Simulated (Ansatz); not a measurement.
Stepwise reaction of `[O]=[Ta]([OH])([F])[F]` with water, as a gas-phase model of exchange steps in deposition or etching. ΔE in kJ/mol; ΔG adds harmonic PBE0-D4 terms to CCSD(T)/CBS, at 1 bar.

Program: Ansatz. Geometries: PBE0-D4/def2-TZVP. ΔE: electronic, gas phase. CCSD(T)/CBS adds triple-zeta CCSD(T) − MP2 to the extrapolated MP2 energy (def2 sets, frozen cores). This one scheme is used for every species. Functionals use def2-TZVPP. B3LYP here is the variant with VWN-RPA as its local correlation; programs differ in this. Elements past krypton have def2 core potentials. For Ta outer-core shells are correlated without core-valence functions, which leaves a few kJ/mol of doubt a bond. Each species was taken in one conformer, which may not be the lowest.

| step | reaction | PBE-D4 | B3LYP-D4 | ωB97M-V | CCSD(T)/CBS | ΔG(400 K) |
| --- | --- | --- | --- | --- | --- | --- |
| 1 | `[O]=[Ta]([OH])([F])[F]` + H₂O → `[O]=[Ta]([OH])([OH])[F]` + H–F | 33.2 | 32.0 | 32.5 | 27.1 | 27.5 |

**Question.** Give the row of step 2, `[O]=[Ta]([OH])([OH])[F]` + H₂O → `[O]=[Ta]([OH])([OH])[OH]` + H–F. (An estimate is asked.)

**Answer.** Ansatz gave: 
```tsv
step	reaction	PBE-D4	B3LYP-D4	ωB97M-V	CCSD(T)/CBS	ΔG(400 K)
2	`[O]=[Ta]([OH])([OH])[F]` + H₂O → `[O]=[Ta]([OH])([OH])[OH]` + H–F	78.9	77.7	77.9	72.2	64.2
```

**Question.** By hand: ΔE of the 2 steps together at CCSD(T)/CBS.

**Answer.** (27.1) + (72.2) = 99.3 kJ/mol, or 49.7 kJ/mol a step.

In ΔE each step is higher than the one before. All are uphill at CCSD(T)/CBS. ΔG lies between 27.5 and 64.2 kJ/mol a step. PBE-D4 differs from CCSD(T)/CBS by 6.1 to 6.7 kJ/mol a step. Isolated molecules leave out the surface, adducts and barriers. Largest T1 diagnostic: 0.020.
